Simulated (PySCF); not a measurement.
**Input and output**

[HfOF3]− (singlet). PySCF 2.14.0, RKS CAM-B3LYP, Hf def2-SVP with ECP60, O def2-SVP, F def2-SVP; non-relativistic Hamiltonian with scalar-relativistic core potentials where named; density fitting; no spin-orbit coupling. Purpose: singlet excitations, Tamm-Dancoff CAM-B3LYP.

```python
mol = gto.M(atom='''
Hf     0.01124     0.01124     0.01124
O      1.06491     1.06491     1.06491
F     -1.13563    -1.13563     1.16231
F      1.16231    -1.13563    -1.13563
F     -1.13563     1.16231    -1.13563''',
    basis={'Hf': 'def2-SVP', 'O': 'def2-SVP', 'F': 'def2-SVP'},
    ecp={'Hf': 'def2-SVP'},
    charge=-1, spin=0)
mf = dft.RKS(mol, xc='CAMB3LYP')
mf.grids.atom_grid = (50, 194)
mf = mf.density_fit()  # fitting sets: Hf def2-universal-JKFIT, O def2-universal-JKFIT, F def2-universal-JKFIT
mf.conv_tol = 1e-08; mf.max_cycle = 55
mf.kernel(dm0)  # dm0: converged density of the relaxed state
td = mf.TDA(); td.nstates = 8; td.kernel()
```

Run from Python with OMP_NUM_THREADS=2; the lines above give its settings. Where DIIS fails, smearing, a level shift and second-order steps follow.
It took 27 s on 2 threads of Arm Neoverse V1 (shared host), from an already converged density.

(1) Where do the frontier levels lie, over both spins?

(2) What are the Mulliken charges and spins?

(3) Which singlet excitations follow (Tamm-Dancoff, 8 states)?

The geometry was relaxed with TPSS (Hf def2-SVP with ECP60, O def2-SVP, F def2-SVP).

Results:

(1) HOMO -3.93 eV, LUMO 4.62 eV. 

(2) 
```json
{"atom": "Hf1", "charge (e)": "0.883", "spin (e)": "0.000"}
{"atom": "O2", "charge (e)": "-0.532", "spin (e)": "0.000"}
{"atom": "F3", "charge (e)": "-0.451", "spin (e)": "0.000"}
{"atom": "F4", "charge (e)": "-0.451", "spin (e)": "0.000"}
{"atom": "F5", "charge (e)": "-0.451", "spin (e)": "0.000"}
```

(3) 
| state | eV | oscillator strength |
| --- | --- | --- |
| 1 | 5.57 | 0.0511 |
| 2 | 5.57 | 0.0511 |
| 3 | 5.81 | 0.0104 |
| 4 | 6.55 | 0.0000 |
| 5 | 6.60 | 0.0096 |
| 6 | 6.60 | 0.0096 |
| 7 | 6.67 | 0.0133 |
| 8 | 6.83 | 0.0083 |
For an anion in a basis without diffuse functions, states above the detachment energy aren't bound: they are resonances at best, or continuum confined by the basis.
